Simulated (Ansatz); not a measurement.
Isolated molecules relaxed with PBE0-D4/def2-TZVP in Ansatz; ΔE leaves out vibrations. CBS: MP2 limit from def2 TZ/QZ plus the TZ coupled-cluster correction, frozen cores. DFT in def2-TZVPP. For As, Br outer-core shells are correlated without core-valence functions, which leaves a few kJ/mol of doubt a bond. Scalar relativity is left out up to krypton. One conformer a species, not always the lowest.

`C[SiH2]Br` + `O[AsH2]` → `C[SiH2][AsH]O` + HBr  (ligand exchange at the Si–Br bond)

| level | ΔE (kcal/mol) |
| --- | --- |
| r2SCAN | 17.4 |
| PBE0 | 17.0 |
| SCS-MP2/def2-TZVPP | 18.4 |
| MP2/CBS(def2) | 18.7 |

Problem. What does CCSD(T)/CBS give? (Estimate.)

Solution. The calculation gave: +17.6 kcal/mol. The listed levels differ from it by -0.2, -0.6, 0.8, 1.1 kcal/mol.

Largest T1 diagnostic among the species: 0.012.

From PBE to PBE0 (25 % exact exchange), in def2-TZVPP and without D4, ΔE moves by +1.4 kcal/mol. In def2-TZVPP, CCSD(T) changes the Hartree–Fock value by −5.2 kcal/mol (the triples alone add −0.7 kcal/mol) and MP2 by −4.1 kcal/mol. The D4 term adds −1.4 kcal/mol with B3LYP and −0.8 kcal/mol with PBE0; it sums over pairs of atoms, weighted by their polarisabilities, and B3LYP, whose exchange is more repulsive, gets the larger term.

B3LYP here is the variant with VWN-RPA as its local correlation; programs differ in this.
